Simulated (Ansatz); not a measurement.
Coupled-cluster diagnostics for Na7⁻, Ansatz.

Geometry of the singlet (PBE0/def2-SVPD):

```xyz
7

Na   -2.674   -0.907   -0.006
Na   -0.025   -1.006    2.230
Na    1.431    2.026    1.269
Na   -1.783    2.414    0.133
Na    0.024   -2.574   -1.261
Na    2.759   -0.782   -0.173
Na    0.267    0.830   -2.192
```

Correlated methods freeze 7 core orbitals; core or outer-core shells of Na are correlated, in sets that lack core-valence functions. The structure comes from a short search, and lower isomers may exist.

Q: Estimate the CCSD(T) correlation energy, the shares of MP2 and (T), T1 and the reference's ⟨S²⟩ for: charge -1, singlet, own geometry in def2-SVPD; and the rough time on 4 threads of Arm Neoverse V2 on a shared host.

A: 
| state | basis | correlation (eV) | MP2 share (%) | (T) share (%) | T1 | ⟨S²⟩ (pure) | wall time | remarks |
| --- | --- | --- | --- | --- | --- | --- | --- | --- |
| charge -1, singlet, own geometry | def2-SVPD | -4.458 | 81.8 | 10.4 | 0.010 | 0.00 (0.00) | 50 s | restricted SCF unstable |
Customary marks for T1 are 0.02 (closed shells), 0.045 (open shells) and about 0.05 (3d metals). T1 stays under 0.02 throughout.
